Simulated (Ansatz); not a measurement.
A run for Ansatz (a program for electronic structure): SC-NEVPT2 on SA-CASSCF(12,8)/cc-pV(T+d)Z on OS (SMILES O=S), 2S+1 = 3, a spin state set in the input, which need not be the lowest. Files ending in .json are basis or fitting sets from the Basis Set Exchange.

Ansatz 0.2 input:
```yaml
crystal:
  periodic: [false, false, false]
  atoms:
    - {symbol: O, position_ang: [-0.00000000, -0.00000000, -0.99326975]}
    - {symbol: S, position_ang: [0.00000000, 0.00000000, 0.49663487]}
basis:
  gaussian:
    orbitals: cc-pV_T+d_Z.json
magnetization: {spin_polarized: false, initial_magnetization: 2}
correlation: {method: sc_nevpt2, electrons: outside_noble_gas, active_space: {window: {electrons: 12, orbitals: 8}, states: [{multiplicity: 1, weights: [1]}, {multiplicity: 3, weights: [1]}]}}
output: {orbitals: {seedname: ./end}}
```

The log:

```
WARN ansatz: RAYON_NUM_THREADS=1 ignored (pool sized by the plan → 1); use --threads N
Functional definition: HF
integrals: 0.02 GiB planned
819 factors; integrals over basis functions are off by at most 1.3e-7 eV
mean field: 0.14 GiB planned
mean field evaluation 1: about -12852.6982 eV, gradient 2.7e1 eV
mean field evaluation 2: about -12852.7080 eV, gradient 2.7e1 eV
mean field evaluation 4: about -12854.3376 eV, gradient 4.2e0 eV
mean field evaluation 8: about -12854.3836 eV, gradient 3.0e-1 eV
mean field evaluation 16: about -12852.5095 eV, gradient 1.2e1 eV
mean field -12854.38452848 eV, -472.3899184070 hartree, gradient 1.8e-6 eV, S^2 2.000000; 2 other end points of the search recorded, 0 dependent functions left out
reference -12854.38452848 eV, -472.3899184070 hartree; 13, 11 occupied and 56, 58 virtual orbitals, 819 factors
configuration interaction: 0.14 GiB planned
configuration interaction: 0.00 GiB planned
state -12855.34961488 eV, -472.4253846778 hartree
state -12855.34961488 eV, -472.4253846778 hartree; corrected -12863.44885779 eV, -472.7230263650 hartree
configuration interaction: 0.00 GiB planned
state -12856.10955334 eV, -472.4533119012 hartree
state -12856.10955334 eV, -472.4533119012 hartree; corrected -12864.21994143 eV, -472.7513631662 hartree
Total energy: -12863.83439961 eV, -472.7371947656 hartree
```

Self-consistency was reached. The last total energy is the mean of the averaged states.

Cost: around 2.2 core-seconds (rough).
